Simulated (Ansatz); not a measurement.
Members of the series B-XY, Y = chloro; each row names its spin state. All species are isolated molecules in the gas phase. One relaxed conformer stands for each flexible species; it need not be the lowest. Strings in code marks are SMILES.

Quantity: adiabatic spin-state energy, in kcal/mol. The DFT solution of `[AlH2][B-]Cl` and `[SiH3][B-]Cl` is unstable or spin-contaminated; the geometry comes from it.

Level 1: B3LYP/aug-cc-pVTZ // B3LYP-D3(BJ)/def2-TZVPD (Ansatz, a quantum-chemistry and plane-wave program)
Level 2: PBE/aug-cc-pVTZ // B3LYP-D3(BJ)/def2-TZVPD (Ansatz)
Level 3: r2SCAN/aug-cc-pVTZ // B3LYP-D3(BJ)/def2-TZVPD (Ansatz)
Level 4: r2SCAN0/aug-cc-pVTZ // B3LYP-D3(BJ)/def2-TZVPD (Ansatz)

```json
[
 {"species": "`[AlH2][B-]Cl`: multiplicity 3 minus multiplicity 1", "level 1": "-0.65", "level 2": "(withheld)", "level 3": "-5.90", "level 4": "-7.76"},
 {"species": "`B[B-]Cl`: multiplicity 3 minus multiplicity 1", "level 1": "11.3", "level 2": "11.1", "level 3": "6.17", "level 4": "(withheld)"},
 {"species": "`S[B-]Cl`: multiplicity 3 minus multiplicity 1", "level 1": "20.9", "level 2": "17.8", "level 3": "13.0", "level 4": "12.5"},
 {"species": "`[SiH3][B-]Cl`: multiplicity 3 minus multiplicity 1", "level 1": "0.30", "level 2": "-1.85", "level 3": "(withheld)", "level 4": "-9.31"},
 {"species": "`N[B-]Cl`: multiplicity 3 minus multiplicity 1", "level 1": "37.7", "level 2": "(withheld)", "level 3": "(withheld)", "level 4": "29.3"}
]
```

Q: Complete the blanks.

A: 
- `[AlH2][B-]Cl`: multiplicity 3 minus multiplicity 1, level 2: -1.46
- `B[B-]Cl`: multiplicity 3 minus multiplicity 1, level 4: 4.58
- `[SiH3][B-]Cl`: multiplicity 3 minus multiplicity 1, level 3: -7.90
- `N[B-]Cl`: multiplicity 3 minus multiplicity 1, level 2: 33.5
- `N[B-]Cl`: multiplicity 3 minus multiplicity 1, level 3: 29.6
